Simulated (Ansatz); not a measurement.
Input file for Ansatz (an electronic-structure program): U-CCSD(T)/cc-pVDZ on FHOSe (SMILES O[Se]F), a point of a bond scan (R = 1.771 Å). The run froze 16 orbitals, filled d shells among them.

Ansatz 0.2 input:
```yaml
crystal:
  periodic: [false, false, false]
  atoms:
    - {symbol: Se, position_ang: [0.08590456, 0.00792344, 0.39476160]}
    - {symbol: F, position_ang: [-0.01164074, 1.33657860, -0.77191368]}
    - {symbol: O, position_ang: [-0.20677654, -1.35411437, -0.70776950]}
    - {symbol: H, position_ang: [-1.16177610, -1.46568956, -0.81251515]}
basis:
  gaussian:
    orbitals: cc-pVDZ
correlation: {method: ccsd_t, electrons: outside_noble_gas}
scf: {omitted_lower_state_checks: [cluster_reference]}
magnetization: {spin_polarized: true, initial_magnetization: 0}
```

It printed:

```
WARN ansatz: RAYON_NUM_THREADS=1 ignored (pool sized by the plan → 1); use --threads N
Functional definition: HF
these checks for a lower state are left out or cut short: cluster_reference
integrals: 0.05 GiB planned
628 factors; integrals over basis functions are off by at most 1.4e-3 eV
mean field: 0.24 GiB planned
mean field evaluation 1: about -70057.5849 eV, gradient 2.3e1 eV
mean field evaluation 2: about -70057.6117 eV, gradient 2.3e1 eV
mean field evaluation 4: about -70059.6488 eV, gradient 1.7e0 eV
mean field evaluation 8: about -70059.6706 eV, gradient 2.1e-1 eV
mean field -70059.67113442 eV, -2574.6454260392 hartree, gradient 1.1e-6 eV, S^2 0.000000; 0 other end points of the search recorded, 0 dependent functions left out
16 core orbitals not correlated
reference -70059.67113442 eV, -2574.6454260392 hartree; 10, 10 occupied and 34, 34 virtual orbitals, 628 factors
second order -13.47313896 eV of doubles, -0.00000000 eV of singles
coupled cluster: 0.14 GiB planned
cycle   1  -13.44686447 eV  change    2.6e-2 eV  update   9.7e-2
cycle   2  -13.79259464 eV  change   -3.5e-1 eV  update   3.1e-2
cycle   3  -13.89974247 eV  change   -1.1e-1 eV  update   1.8e-2
cycle   4  -13.89822437 eV  change    1.5e-3 eV  update   4.9e-3
cycle   5  -13.89603501 eV  change    2.2e-3 eV  update   2.6e-3
cycle   6  -13.89632580 eV  change   -2.9e-4 eV  update   9.4e-4
cycle   7  -13.89612094 eV  change    2.0e-4 eV  update   3.7e-4
cycle   8  -13.89608840 eV  change    3.3e-5 eV  update   1.6e-4
cycle   9  -13.89613102 eV  change   -4.3e-5 eV  update   7.1e-5
cycle  10  -13.89612894 eV  change    2.1e-6 eV  update   3.5e-5
cycle  11  -13.89613048 eV  change   -1.5e-6 eV  update   1.9e-5
perturbative correction -0.33084007 eV, -0.0121581484 hartree
Total energy: -70073.89810497 eV, -2575.1682575635 hartree
Checks for a lower state left out: cluster_reference
```

The run converged.

Cost: about 5 core-seconds (a rough figure).
